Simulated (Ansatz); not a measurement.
Geometry optimisation, RKS B3LYP-D4/6-31G (Ansatz 0.2.0).

Input:

```yaml
crystal:
  periodic: [false, false, false]
  atoms:
    - { symbol: B, position_ang: [0.0, 0.0, 0.0] }
    - { symbol: "N", position_ang: [0.0, 0.0, 1.55] }
    - { symbol: H, position_ang: [-0.877, -0.2713, 2.08] }
    - { symbol: H, position_ang: [0.877, 0.2713, 2.08] }
    - { symbol: "N", position_ang: [1.3423, 0.0, -0.775] }
    - { symbol: H, position_ang: [1.8089, -0.9179, -1.0268] }
    - { symbol: H, position_ang: [1.7937, 0.9179, -1.0532] }
    - { symbol: F, position_ang: [-1.1431, 0.0, -0.66] }
basis:
  gaussian: { orbitals: "6-31G" }
hamiltonian:
  xc: b3lyp
  dispersion: d4
relax:
  f_tol: 0.02
  max_steps: 40
```

Run as:

```bash
$ ansatz run input.yaml --threads 1 --pin off --max-ram 2048MiB --backend cpu --events-out ev --progress --plain --runs-dir out
```

Task: Where does it end, and by what steps?

Result: The forces met the threshold. The force dipped under the threshold on the way, but the program's further checks kept it going. Limits of this set-up: no polarisation functions. After 10 steps the energy has fallen by 1.532 eV; H6 moved furthest, 1.08 Å.

```csv
step,energy less start (eV),largest force component (eV/Å),accepted
0,0.0000,4.793,yes
1,-0.7816,2.334,yes
2,-0.9349,1.406,yes
3,-1.0331,0.444,yes
4,-1.1023,1.210,yes
5,-1.2879,0.860,yes
6,-1.4393,0.572,yes
7,-1.5165,0.159,yes
8,-1.5310,0.019,yes
9,-1.5317,0.046,yes
10,-1.5317,0.002,yes
```

```xyz
8
Properties=species:S:1:pos:R:3
B 0.110 0.104 0.072
N 0.034 -0.149 1.461
H -0.844 -0.086 1.953
H 0.825 -0.401 2.032
N 1.288 0.043 -0.707
H 2.196 -0.189 -0.337
H 1.267 0.236 -1.696
F -1.075 0.442 -0.584
```

Time of the run: 16 s on 1 thread of Arm Neoverse V2, on a shared host, peak memory 0.12 GiB.
